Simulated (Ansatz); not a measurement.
Reactions of `[F][Ti]([F])([Cl])[I]`.

Program: Ansatz. Geometries: PBE0-D4/def2-TZVP. ΔE: electronic, gas phase. CBS: MP2 limit from def2 TZ/QZ plus the TZ coupled-cluster correction, frozen cores. This one scheme is used for every species. Elements past krypton have def2 core potentials. For Br, I, Se, Ti outer-core shells are correlated without core-valence functions, which leaves a few kJ/mol of doubt a bond. Scalar relativity is left out up to krypton. Each species was taken in one conformer, which may not be the lowest.

```csv
reaction,HF/CBS(def2) (eV)
`[F][Ti]([F])([Cl])[I]` + H–F → `[F][Ti]([F])([F])[Cl]` + HI,-0.53
`[F][Ti]([F])([Cl])[I]` + H₂S → `[F][Ti]([F])([SH])[Cl]` + HI,0.50
`[F][Ti]([F])([Cl])[I]` + H–F → `[F][Ti]([F])([F])[I]` + HCl,-0.33
`[F][Ti]([F])([Cl])[I]` + H₂Se → `[F][Ti]([F])([Cl])[SeH]` + HI,0.45
`[F][Ti]([F])([Cl])[I]` + HCl → `[F][Ti]([F])([Cl])[Cl]` + HI,-0.21
`[F][Ti]([F])([Cl])[I]` + CH₃SH → `C[S][Ti]([F])([F])[Cl]` + HI,0.55
`[F][Ti]([F])([Cl])[I]` + HBr → `[F][Ti]([F])([Cl])[Br]` + HI,-0.18
```

Q: Give the CCSD(T)/CBS values in the same order. (Estimate.)

A: Computed: -0.18, 0.49, -0.10, 0.40, -0.05, 0.39, -0.08 eV.

Largest T1 diagnostic: 0.025, for `[F][Ti]([F])([SH])[Cl]`, so its coupled-cluster energy is less sure.
